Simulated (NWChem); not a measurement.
Species: CH5NOSi2; SMILES O=C=N[SiH2][SiH3]

```xyz
10

O      0.6071    -3.2302     0.0033
C      0.1218    -2.1675    -0.0010
N     -0.3831    -1.0825    -0.0060
Si    -0.9895     0.5340    -0.0005
Si     0.8171     2.0347     0.0006
H     -1.8421     0.7250    -1.2113
H     -1.8381     0.7190     1.2141
H      1.6530     1.8218    -1.2197
H      1.6581     1.8137     1.2159
H      0.3044     3.4395     0.0063
```
Atoms are numbered in this order, from 1.

Level: PBE0/def2-SVP (NWChem), optimised geometry, unscaled harmonic frequencies. 

| frequency (cm⁻¹) | IR intensity (km/mol) |
|---|---|
| 47 | 0.1 |
| 64 | 0.2 |
| 110 | 0.6 |
| 167 | 5.6 |
| 355 | 20.8 |
| 414 | 9.6 |
| 518 | 24.3 |
| 602 | 0.8 |
| 609 | 64.8 |
| 623 | 32.8 |
| 625 | 29.2 |
| 742 | 19.9 |
| 815 | 513.4 |
| 883 | 33.5 |
| 928 | 7.6 |
| 930 | 38.1 |
| 945 | 137.5 |
| 1545 | 25.2 |
| 2224 | 71.3 |
| 2233 | 43.1 |
| 2234 | 15.0 |
| 2239 | 148.4 |
| 2244 | 163.2 |
| 2490 | 1662.3 |

| Quantity | Value |
|---|---|
| zero-point energy | 35.1 kcal/mol |
| thermal correction to the enthalpy at 298.15 K (with zero-point energy) | 40.5 kcal/mol |
| heat capacity Cv | 25.3 cal/(mol K) |
| entropy at 298.15 K and 1 atm (symmetry number 1) | 88.0 cal/(mol K) |
| dipole moment | 2.17 D |

Rigid rotor and harmonic oscillator; modes under 100 cm⁻¹ make the entropy uncertain.
